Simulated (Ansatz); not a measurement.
Cartesian coordinates (Å):
```xyz
11

C     -1.5431    -0.2808     0.2215
N     -0.2028    -0.4717     0.7294
Si     1.2361    -0.1156    -0.1131
O      1.7820     1.4432    -0.0893
H     -1.5192    -0.2736    -0.8713
H     -2.2036    -1.0998     0.5227
H     -2.0022     0.6608     0.5483
H     -0.1598    -0.5763     1.7308
H      0.9729    -0.5054    -1.5254
H      2.3325    -0.8713     0.5311
H      1.3070     2.0905    -0.6118
```
Charge 0, multiplicity 1.

Calculation: frozen-core CCSD(T)/def2-TZVPP // PBE0-D4/def2-TZVP (Ansatz, a quantum-chemistry and plane-wave program).

```yaml
HF energy: -460.34574 Ha
MP2 correlation energy: -0.75798 Ha
```

Problem. Estimate the CCSD correlation energy, the (T) correction, the total energy and the T1 diagnostic.

Solution. 
CCSD correlation energy: -0.79487 Ha
(T) correction: -0.02830 Ha
CCSD(T) total energy: -461.16891 Ha
T1 diagnostic: 0.011
